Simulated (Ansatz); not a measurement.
Se (SMILES [Se]), triplet. Base run: B3LYP/6-311G** (Ansatz, a first-principles code).

Here is a job for Ansatz.
Ansatz 0.2 input:
```yaml
crystal:
  periodic: [false, false, false]
  atoms:
    - {symbol: Se, position_ang: [0.00000000, 0.00000000, 0.00000000]}
basis:
  gaussian:
    orbitals: 6-311G__.json
hamiltonian:
  xc: b3lyp
magnetization: {spin_polarized: true, initial_magnetization: 2}
```
The basis file holds 6-311G** in the JSON format of the Basis Set Exchange.

Each row names what was changed in the base input (with any setting that the change needs).

| change | basis functions | E (Eh) |
|---|---|---|
| base | 44 | -2401.48987 |
| basis = jorge-DZP-DKH; relativity = spin-free X2C | 43 | -2429.73738 |
| basis = jorge-DZP-DKH; relativity = none | 43 | -2394.99243 |
| basis = Sapporo-DKH3-DZP-2012; relativity = none | 43 | -2384.00186 |
| basis = jorge-DZP-DKH; relativity = spin-free X2C; nucleus = Gaussian | 43 | -2429.72099 |
| basis = Sapporo-DKH3-DZP-2012; relativity = spin-free X2C; nucleus = Gaussian | 43 | -2429.80539 |
| basis = cc-pVTZ-DK; relativity = spin-free X2C; nucleus = Gaussian | 43 | -2429.85692 |
| basis = cc-pVTZ-DK; relativity = spin-free X2C | 43 | -2429.87525 |
| basis = Sapporo-DKH3-DZP-2012; relativity = spin-free X2C | 43 | -2429.82264 |
| basis = cc-pVTZ-DK; relativity = none | 43 | -2383.26287 |

Absolute energies of different levels of theory aren't comparable as measures of quality.

Ansatz warned in this series: the basis is contracted for relativity, which the run leaves out.

Basis sets contracted for a relativistic Hamiltonian are a mismatch without it, so the rows without relativity aren't non-relativistic limits. No row has spin-orbit coupling; sets with core potentials leave out the core electrons.
